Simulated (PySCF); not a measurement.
Si(Cl)3(vinyl) (C₂H₃Cl₃Si), SMILES Cl[Si](Cl)(Cl)C=C.

The structure is a stationary point at TPSSh-D3(BJ)/def2-SVP. The values are those of a single conformer.

Calculation: TPSSh-D3(BJ)/def2-SVP run with PySCF.

Frequencies are harmonic and unscaled.

```csv
mode,ν (cm⁻¹),IR (km/mol),Raman (Å⁴/amu),depolarisation,moving atoms (share of kinetic energy)
1,74,0.0,7.4,0.75,"C 47 %, H 25 %, Cl 25 %"
2,137,0.1,2.2,0.73,"Cl 60 %, C 28 %, H 10 %"
3,140,0.4,6.3,0.75,"Cl 63 %, C 19 %, H 17 %"
4,177,2.9,2.4,0.68,"Cl 69 %, C 12 %, Si 12 %"
5,207,2.3,1.5,0.75,"Cl 52 %, H 24 %, Si 12 %, C 11 %"
6,216,13.4,3.3,0.73,"Cl 57 %, C 21 %, Si 20 %"
7,350,0.4,6.3,0.19,"C 47 %, Cl 33 %, H 15 %"
8,451,23.5,11.4,0.01,"Cl 60 %, C 20 %, Si 13 %"
9,526,0.5,2.0,0.75,"H 47 %, C 28 %, Cl 17 %"
10,614,181.1,2.1,0.66,"Si 69 %, Cl 29 %"
11,625,227.7,3.8,0.75,"Si 59 %, Cl 20 %, H 12 %, C 9 %"
12,738,109.0,0.7,0.24,"Si 44 %, C 38 %, H 16 %"
13,1005,9.3,3.7,0.63,"H 83 %, C 16 %"
14,1008,17.9,0.4,0.75,"H 71 %, C 29 %"
15,1026,19.2,0.1,0.75,H 94 %
16,1278,0.5,7.8,0.32,"H 73 %, C 27 %"
17,1428,24.0,22.5,0.45,"H 81 %, C 18 %"
18,1664,11.6,22.1,0.14,"C 83 %, H 17 %"
19,3130,8.5,88.2,0.24,H 95 %
20,3147,0.7,157.9,0.22,"H 92 %, C 8 %"
21,3228,2.6,88.2,0.62,"H 89 %, C 11 %"
```
